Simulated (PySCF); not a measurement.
A species of formula C3H7IOSi has this rotational fingerprint, computed with PBE0-D3(BJ)/def2-SVP geometry optimisation, gas phase, def2 core potentials past Kr (PySCF):

- Rotational constants: A = 3951, B = 796.8, C = 771.8 MHz
- Dipole components: |μa| = 2.35 D, |μb| = 1.61 D, |μc| = 0.19 D
- Inertial defect: -107.38 u·Å²
- κ: -0.98

Question: Which structure is it? (One computed conformer of each.)
A. `[CH2:1]=[C:2]([I:3])[CH2:4][SiH2:5][OH:6]` with C1–C2–C4–Si5 109°, C2–C4–Si5–O6 77°, C4–Si5–O6–H -52°
B. `[I:1][Si@H:2]1[CH2:3][CH2:4][CH2:5][O:6]1` with I1–Si2–C3–C4 90°, Si2–C3–C4–C5 38°, C3–C4–C5–O6 -38°, C4–C5–O6–Si2 17°

Answer: B. It is I[Si@H]1CCCO1, a near-prolate asymmetric top, point group C1. The candidates at the same level (rigid rotor, commonest isotopes):

```csv
SMILES,A (MHz),B (MHz),C (MHz),μa (D),μb (D),μc (D),Δ (u·Å²),point group,rotor
I[Si@H]1CCCO1,3951,796.8,771.8,2.35,1.61,0.19,-107.38,C1,near-prolate asymmetric top
C=C(I)C[SiH2]O,2367,973.8,727.3,0.52,1.67,0.07,-37.65,C1,asymmetric top
```

`C=C(I)C[SiH2]O` has A 40 % too low. No structure here is proved a minimum.
